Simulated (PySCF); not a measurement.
**GeSe: a base run and its variants**

Base input, run as `python input.py` with PySCF 2.14:

```python
from pyscf import gto, dft

mol = gto.M(
    atom='Ge 0 0 0; Se 0 0 2.275',
    basis='lanl2dz',
    ecp={'Ge': 'lanl2dz', 'Se': 'lanl2dz'},
    charge=0,
    spin=0,
    verbose=4,
)
mf = dft.RKS(mol, xc='bp86')
mf.kernel()
g = mf.nuc_grad_method()
g.grid_response = True
g.kernel()
mf.dip_moment()
print('orbital energies (hartree):', mf.mo_energy[..., max(0, mol.nelec[1]-3):mol.nelec[0]+3].round(4))
```

Base result: E(SCF) = -13.073529 Eh, 10 cycles, μz(SCF) = -2.27 D, gradient on the second atom 0.0044 Eh/bohr. Stability towards an unrestricted solution was not tested. The bond length is a typed value, not an optimised one.

Wall time 1.1 s on one thread of a shared host.

Each row names what differs from the base; energies in brackets are changes from the base.

| change | result |
| --- | --- |
| integration grid: default → 0 [unsound on purpose] | E(SCF) = -13.073513 Eh (+0.0004 eV), 10 cycles, μz(SCF) = -2.27 D, gradient on the second atom 0.0047 Eh/bohr |
| core potential: on → off [unsound on purpose] | stops with RuntimeError (Failed to assign mo_occ. Nocc (33) > Nmo (16)) |
| functional: bp86 → revpbe | E(SCF) = -13.053873 Eh, 10 cycles, μz(SCF) = -2.21 D, gradient on the second atom 0.0053 Eh/bohr |
| charge: 0 → -1; spin (2S): 0 → 1; SCF type: RKS → UKS [another spin of the ion may lie lower] [no diffuse functions for the anion] | E(SCF) = -13.098221 Eh (-0.6719 eV), 10 cycles, ⟨S²⟩ = 0.752, gradient on the second atom -0.0343 Eh/bohr |
| basis set: lanl2dz → sbkjc [with its own core potential] | E(SCF) = -13.275748 Eh, 8 cycles, μz(SCF) = -2.18 D, gradient on the second atom 0.0119 Eh/bohr |
| spin (2S): 0 → 4; SCF type: RKS → UKS [a high spin state] | E(SCF) = -12.879621 Eh (+5.2765 eV), 9 cycles, ⟨S²⟩ = 6.001, μz(SCF) = 0.55 D, gradient on the second atom -0.0760 Eh/bohr |
| integration grid: default → 5 | E(SCF) = -13.073528 Eh (+0.0000 eV), 10 cycles, μz(SCF) = -2.27 D, gradient on the second atom 0.0044 Eh/bohr |
| functional: bp86 → lda,vwn | E(SCF) = -12.971828 Eh, 10 cycles, μz(SCF) = -2.28 D, gradient on the second atom 0.0035 Eh/bohr |
| functional: bp86 → hf,lyp | E(SCF) = -12.892101 Eh, 9 cycles, μz(SCF) = -3.83 D, gradient on the second atom 0.0341 Eh/bohr |
| level shift (hartree): none → 1 | not converged: SCF after 50 cycles |
| integration grid: default → (20, 50) [unsound on purpose] | E(SCF) = -13.072026 Eh (+0.0409 eV), 10 cycles, μz(SCF) = -2.27 D, gradient on the second atom 0.0013 Eh/bohr |
| geometry: bond 2.275 → bond 1.82 | E(SCF) = -12.962317 Eh (+3.0262 eV), 9 cycles, μz(SCF) = -0.90 D, gradient on the second atom -0.3545 Eh/bohr |
| geometry: bond 2.275 → bond 2.002 | E(SCF) = -13.044031 Eh (+0.8027 eV), 9 cycles, μz(SCF) = -1.47 D, gradient on the second atom -0.1424 Eh/bohr |
| electric field along z (a.u.): none → 0.2; step after the SCF: gradient → analyze [unsound on purpose] [may be another electronic state] | E(SCF) = -14.620575 Eh (-42.0973 eV), 12 cycles, μz(SCF) = 39.93 D |
| PCM solvent, dielectric constant: none → 4.71 | E(SCF) = -13.076122 Eh (-0.0706 eV), 9 cycles, μz(SCF) = -3.27 D, gradient on the second atom 0.0019 Eh/bohr |
| geometry: bond 2.275 → bond 2.343 | E(SCF) = -13.071709 Eh (+0.0495 eV), 11 cycles, μz(SCF) = -2.45 D, gradient on the second atom 0.0231 Eh/bohr |
| spin (2S): 0 → 2; SCF type: RKS → UKS [a high spin state] | E(SCF) = -12.976749 Eh (+2.6335 eV), 12 cycles, ⟨S²⟩ = 2.001, μz(SCF) = -0.19 D, gradient on the second atom -0.0729 Eh/bohr |
| density fitting: none → cc-pvdz-jkfit | E(SCF) = -13.073538 Eh (-0.0002 eV), 10 cycles, μz(SCF) = -2.27 D, gradient on the second atom 0.0044 Eh/bohr |
| functional: bp86 → lc_wpbe | E(SCF) = -13.014744 Eh, 8 cycles, μz(SCF) = -3.21 D, gradient on the second atom 0.0304 Eh/bohr |
| step after the SCF: gradient → polarizability | E(SCF) = -13.073529 Eh (+0.0000 eV), 10 cycles, μz(SCF) = -2.27 D, α(xx, yy, zz) = 17.7, 17.7, 84.5 bohr³ |

Q: Order these changes by how far they move the SCF energy from the base, largest first: (1) PCM solvent, dielectric constant: none → 4.71; (2) geometry: bond 2.275 → bond 1.82; (3) geometry: bond 2.275 → bond 2.002; (4) geometry: bond 2.275 → bond 2.343.

A: (2) +3.0262 eV, (3) +0.8027 eV, (1) -0.0706 eV, (4) +0.0495 eV.
